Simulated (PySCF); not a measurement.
NbF4Cl, SMILES [F][Nb]([Cl])([F])([F])[F], multiplicity 1.

Coordinates come from a B3LYP-D3(BJ)/def2-SVP optimisation. The spin state was assumed, not searched. The structure was generated by enumeration; whether it is a known compound was not checked. The def2 effective core potentials stand for the cores of Nb; spin–orbit coupling is left out.

Method: TDA-ωB97X/def2-SVPD in PySCF 2.14.0.

Vertical excitations; the highest root listed may be one member of a degenerate set. Isolated molecule, no solvent. State labels are in the subgroup C2v.

```tsv
state	symmetry	energy (eV)	λ (nm)	f	main pairs
S1	A2	6.08	204	0.000	HOMO→LUMO 50 %, HOMO−1→LUMO+1 50 %
S2	A1	6.19	200	0.000	HOMO→LUMO+1 50 %, HOMO−1→LUMO 50 %
S3	A2	6.22	199	0.000	HOMO−1→LUMO+1 48 %, HOMO→LUMO 48 %
S4	B2	6.61	188	0.002	HOMO→LUMO+2 (degenerate set)
S5	B1	6.61	188	0.002	HOMO−1→LUMO+2 (degenerate set)
S6	B2	6.89	180	0.000	HOMO−2→LUMO (degenerate set)
S7	B1	6.89	180	0.000	HOMO−2→LUMO+1 (degenerate set)
S8	B2	7.02	177	0.000	HOMO→LUMO+3 (degenerate set)
S9	B1	7.02	177	0.000	HOMO−1→LUMO+3 (degenerate set)
S10	A1	7.05	176	0.098	HOMO−1→LUMO 37 %, HOMO→LUMO+1 37 %, HOMO−3→LUMO+3 24 %
T1	A1	5.75	216	0	HOMO→LUMO+1 49 %, HOMO−1→LUMO 49 %
T2	A2	5.87	211	0	HOMO→LUMO 49 %, HOMO−1→LUMO+1 49 %
T3	A1	5.94	209	0	HOMO−1→LUMO 50 %, HOMO→LUMO+1 50 %
T4	A2	6.08	204	0	HOMO−1→LUMO+1 50 %, HOMO→LUMO 50 %
```
Triplets are in the Tamm–Dancoff approximation.
